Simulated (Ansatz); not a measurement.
One change: `F/C=N/[SiH3]` becomes `[AlH2][O]/C=N\[SiH3]`.

Ansatz, PBE0-D4/def2-TZVP geometries, multiplicity 1. Each molecule was computed in one conformer, which needn't be the lowest.

```tsv
property	`F/C=N/[SiH3]`
size of the dipole moment (ωB97M-V/def2-TZVPP) / D	1.99
LUMO energy (ωB97M-V/def2-TZVPP) / eV	1.63
HOMO–LUMO gap (ωB97M-V/def2-TZVPP) / eV	12.22
HOMO energy (PBE0/def2-TZVPP) / eV	-8.25
HOMO–LUMO gap (PBE0/def2-TZVPP) / eV	7.61
LUMO energy (B3LYP/def2-TZVPP) / eV	-0.92
```

(1) Give the same properties after the change, and the shifts. (Best estimate.)

Results:

(1) Computed: 
| property | `[AlH2][O]/C=N\[SiH3]` | shift |
| --- | --- | --- |
| size of the dipole moment (ωB97M-V/def2-TZVPP) / D | 3.13 | 1.14 |
| LUMO energy (ωB97M-V/def2-TZVPP) / eV | -0.07 | -1.70 |
| HOMO–LUMO gap (ωB97M-V/def2-TZVPP) / eV | 9.69 | -2.53 |
| HOMO energy (PBE0/def2-TZVPP) / eV | -7.43 | 0.82 |
| HOMO–LUMO gap (PBE0/def2-TZVPP) / eV | 5.76 | -1.85 |
| LUMO energy (B3LYP/def2-TZVPP) / eV | -1.90 | -0.98 |

With PBE0 the HOMO rises by 0.82 eV and the LUMO falls by 1.03 eV, so the gap narrows by about 1.85 eV. PBE moves the HOMO by 0.76 eV and ωB97M-V by 0.84 eV. Dipoles are sizes alone; their direction can turn.

B3LYP here is the variant with VWN-RPA as its local correlation; programs differ in this.
